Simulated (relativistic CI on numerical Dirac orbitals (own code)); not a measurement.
## Radial parameters of Ir53+

These numbers are calculated, not measured: Dirac-Coulomb-Breit CI, KLI orbitals optimised for each configuration, model QED (radiative potential, 1s self-energy scaled to tabulated hydrogen-like ionisation energies), unscaled Slater integrals (own radial code, finite nucleus).

Slater integrals F^k, G^k are unscaled and averaged over j, outside the closed core [Ne]; ζ comes from projecting the Hamiltonian with its Breit term on Σ l·s of the shell.

- 3s2 3p6 3d6: F^2(3d,3d) = 627810, F^4(3d,3d) = 405480, ζ(3d) = 274800 cm⁻¹; <r>(3d) = 0.1627, <r^2>(3d) = 0.03068 (bohr units).
- 3s2 3p5 3d7: ζ(3p) = 2.0972e+06, F^2(3d,3d) = 626960, F^4(3d,3d) = 404900, F^2(3p,3d) = 543780, G^1(3p,3d) = 578990, G^3(3p,3d) = 386260, ζ(3d) = 272760 cm⁻¹; <r>(3p) = 0.1813, <r^2>(3p) = 0.03812, <r>(3d) = 0.1629, <r^2>(3d) = 0.03075 (bohr units).
- 3s2 3p4 3d8: F^2(3p,3p) = 538580, ζ(3p) = 2.0961e+06, F^2(3d,3d) = 626090, F^4(3d,3d) = 404310, F^2(3p,3d) = 543380, G^1(3p,3d) = 579010, G^3(3p,3d) = 386140, ζ(3d) = 270730 cm⁻¹; <r>(3p) = 0.1814, <r^2>(3p) = 0.03818, <r>(3d) = 0.1631, <r^2>(3d) = 0.03083 (bohr units).

Problem. Give the Racah parameters of the d shell in 3s2 3p6 3d6.

Solution. B = F²/49 − 5F⁴/441 = 8215 cm⁻¹ and C = 35F⁴/441 = 32181 cm⁻¹.

Averages of the first 10 configurations, taken without configuration mixing, which lowers the lowest level and can move excited configurations by several eV; other configurations of the list can lie among them:

| Configuration | Parity | States | Average energy above the lowest level (eV) |
| --- | --- | --- | --- |
| 3s2 3p6 3d6 | even | 210 | 147.7 |
| 3s2 3p5 3d7 | odd | 720 | 691.9 |
| 3s2 3p4 3d8 | even | 675 | 1244.8 |
| 3s 3p6 3d7 | even | 240 | 1200.1 |
| 3p6 3d8 | even | 45 | 2264.4 |
| 3s 3p5 3d8 | odd | 540 | 1742.7 |
| 3s2 3p6 3d5 4s | even | 504 | 2143.0 |
| 3s2 3p6 3d5 4p | odd | 1512 | 2336.0 |
| 3s2 3p4 3d7 4s | even | 3600 | 3219.4 |
| 3s2 3p6 3d5 4d | even | 2520 | 2545.8 |
